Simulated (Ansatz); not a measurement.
Species: ethynyl(prop-2-ynyl)silane, C5H6Si, net charge 0, singlet state. SMILES: C#CC[SiH2]C#C
Coordinates optimised at B3LYP-D3(BJ)/def2-TZVP (Ansatz, a quantum-chemistry and plane-wave program):
```
Si
H 1 1.4768
H 1 1.4768 2 110.09
C 1 1.8277 2 109.23 3 -119.93
C 4 1.2060 3 149.52 1 -177.90
H 5 1.0639 3 158.68 1 -178.90
C 1 1.8940 2 109.77 3 120.95
H 7 1.0936 1 108.59 2 61.44
H 7 1.0936 8 106.98 1 -117.03
C 7 1.4491 8 110.92 9 -121.10
C 10 1.2009 9 152.41 7 -174.28
H 11 1.0619 8 161.89 7 178.22
```

Atomisation energy built up term by term with Ansatz (kcal/mol; UHF references for open shells; valence terms freeze the core; atomic spin-orbit terms are left out). Basis-set limits of correlation are two-point, X^-3; Hartree-Fock from the larger set.

```json
[
 {"term": "Hartree-Fock", "basis": "aug-cc-pV(Q+d)Z", "kcal/mol": "896.63"},
 {"term": "CCSD correlation", "basis": "CBS(aug-cc-pV(T+d)Z,aug-cc-pV(Q+d)Z)", "kcal/mol": "290.90"},
 {"term": "(T)", "basis": "CBS(aug-cc-pV(T+d)Z,aug-cc-pV(Q+d)Z)", "kcal/mol": "23.78"},
 {"term": "core correlation", "basis": "cc-pwCVTZ", "kcal/mol": "5.73"},
 {"term": "scalar relativity (X2C)", "basis": "cc-pVTZ-DK against cc-pVTZ", "kcal/mol": "-1.43"},
 {"term": "sum: De", "basis": "", "kcal/mol": "1215.6"}
]
```

(T) makes 2.0 % of the CCSD(T) atomisation energy; under 5 % is typical of single-reference molecules.
